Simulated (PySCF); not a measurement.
# How methods differ on the ionisation energy of Zn⁺

Zn⁺ [Ar] 3d10 4s1 (2S) → Zn²⁺ [Ar] 3d10 (1S), as a difference of total energies. All numbers are calculated (PySCF 2.14, the spin-free X2C one-electron Hamiltonian (Gaussian nucleus), in x2c-TZVPall). Correlated levels: valence: [Ar] frozen. The calculations carry no spin-orbit coupling.

| method | ionisation energy (eV) |
| --- | --- |
| UHF | 16.877 |
| B3LYP | 18.727 |
| TPSS | 18.459 |
| MP2 (valence) | 17.616 |
| SCS-MP2 (valence) | 17.491 |
| CCSD (valence) | 17.531 |
| CCSD(T) (valence) | 17.580 |

Errors of the correlated levels include the incompleteness of this basis and the frozen core.

Which method comes closest to the reference value, and which is furthest?

The reference is 17.964 eV (measured; NIST Atomic Spectra Database, ionization energies). Closest: MP2 (valence) (error -0.348 eV); furthest: UHF (error -1.087 eV).
